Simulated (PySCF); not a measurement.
Spectra and structures to be paired. The calculation used TDDFT PBE0/def2-SVPD, vertical, gas phase, core orbitals frozen in the response (PySCF 2.14.0, density-fitted response routines). Geometries: GFN2-xTB; one conformer of each isolated species. Triplets are in the Tamm–Dancoff approximation.

A. `FC1=CC(C(F)(F)F)=NN=C1`
B. `[SiH3][SiH2][SiH]([SiH3])[SiH3]`
C. `COCc1cnsn1`
D. `FC(F)(F)[C@@H]([C@@H](C#N)F)C#N`
E. `CC1=C(C)P1C`

Lowest singlet levels (six at most, fewer where fewer were computed) with oscillator strengths:

1. 345 nm (f 0.002); 327 nm (f 0.001); 215 nm (f 0.013); 204 nm (f 0.001); 197 nm (f 0.004); 191 nm (f 0.011); T1 2.79 eV
2. 201 nm (f 0.086); 199 nm (f 0.180); 194 nm (f 0.073); 190 nm (f 0.010); 184 nm (f 0.266); 182 nm (f 0.085); T1 5.32 eV
3. 245 nm (f 0.000); 231 nm (f 0.070); 217 nm (f 0.130); 205 nm (f 0.003); 197 nm (f 0.000); 184 nm (f 0.015); T1 3.89 eV
4. 238 nm (f 0.001); 223 nm (f 0.036); 218 nm (f 0.004); 208 nm (f 0.005); 200 nm (f 0.081); 188 nm (f 0.007); T1 4.16 eV
5. 170 nm (f 0.000); 161 nm (f 0.000); 157 nm (f 0.003); 154 nm (f 0.006); 153 nm (f 0.007); 150 nm (f 0.003); T1 6.15 eV

Question: Match each spectrum to its molecule.

Answer: 1 = A, 2 = B, 3 = C, 4 = E, 5 = D.
- A: S1 at 3.59 eV, HOMO→LUMO (98%); Löwdin shares by element: HOMO nitrogen 78%, carbon 15% or more; LUMO carbon 50% or more, nitrogen 24% or more (atoms not listed hold the other 27%); HOMO -7.54 and LUMO -2.24 eV.
- B: S1 at 6.15 eV, HOMO-1→LUMO (65%), HOMO→LUMO (24%); Löwdin shares by element: HOMO silicon 78% or more (atoms not listed hold the other 22%); LUMO silicon 72% or more (atoms not listed hold the other 28%); HOMO -8.08 and LUMO -0.91 eV.
- C: S1 at 5.05 eV, HOMO-2→LUMO (99%); Löwdin shares by element: HOMO sulfur 30%, carbon 27% or more, oxygen 11% (atoms not listed hold the other 32%); LUMO nitrogen 47%, sulfur 24%, carbon 13% or more (atoms not listed hold the other 16%); HOMO -7.67 and LUMO -1.52 eV; point group Cs, 2 of its 6 listed states under f = 0.0005.
- D: S1 at 7.31 eV, HOMO→LUMO (60%), HOMO-2→LUMO (20%); Löwdin shares by element: HOMO nitrogen 43%, carbon 31% or more (atoms not listed hold the other 26%); LUMO carbon 36% or more, nitrogen 26% or more, fluorine 12% or more (atoms not listed hold the other 27%); HOMO -10.57 and LUMO -1.28 eV.
- E: S1 at 5.20 eV, HOMO→LUMO (86%), HOMO→LUMO+2 (12%); Löwdin shares by element: HOMO carbon 47% or more, phosphorus 42%; LUMO carbon 63% or more, phosphorus 14% (atoms not listed hold the other 23%); HOMO -6.13 and LUMO 0.43 eV.
C and E have S1 within 0.15 eV of each other; their strongest listed levels stand at 5.72 eV (f 0.130) and 6.20 eV (f 0.081).
